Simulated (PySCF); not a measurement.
C₅H₇F, SMILES C#CC[C@@H](C)F. Atoms are numbered in the order given.

```xyz
13

C      2.2958     0.6202     0.7627
C      1.4589    -0.1030     0.2709
C      0.4435    -0.9718    -0.3087
C     -0.9521    -0.3527    -0.3681
C     -1.4830     0.1159     0.9645
F     -0.9179     0.7159    -1.2388
H      3.0428     1.2625     1.1909
H      0.7400    -1.2481    -1.3341
H      0.3881    -1.9114     0.2671
H     -1.6328    -1.1058    -0.8053
H     -1.5745    -0.7271     1.6654
H     -0.8060     0.8639     1.4024
H     -2.4750     0.5709     0.8345
```

Geometry: PBE0-D3(BJ)/def2-SVP. The structure was generated by enumeration; whether it is a known compound was not checked. The values are those of a single conformer.

Method: PBE/pcSseg-1 run with PySCF.

GIAO shieldings, no solvent; atoms listed in one row are averaged. δ = σ(ref) − σ: ¹³C against TMS (σ = 182.0 ppm); ¹⁹F against CFCl3 (σ = 133.6 ppm); ¹H against TMS (σ = 31.49 ppm), references at their B3LYP-D3(BJ)/def2-TZVP geometries, non-relativistic.

| nucleus | atoms | count | δ (ppm) |
|---|---|---|---|
| ¹³C | C4 | 1 | 92.9 |
| ¹³C | C2 | 1 | 82.7 |
| ¹³C | C1 | 1 | 76.4 |
| ¹³C | C3 | 1 | 31.6 |
| ¹³C | C5 | 1 | 22.5 |
| ¹⁹F | F6 | 1 | -219.6 |
| ¹H | H10 | 1 | 4.93 |
| ¹H | H8 | 1 | 3.19 |
| ¹H | H9 | 1 | 2.46 |
| ¹H | H7 | 1 | 2.05 |
| ¹H | H11, H12, H13 | 3 | 1.71 |
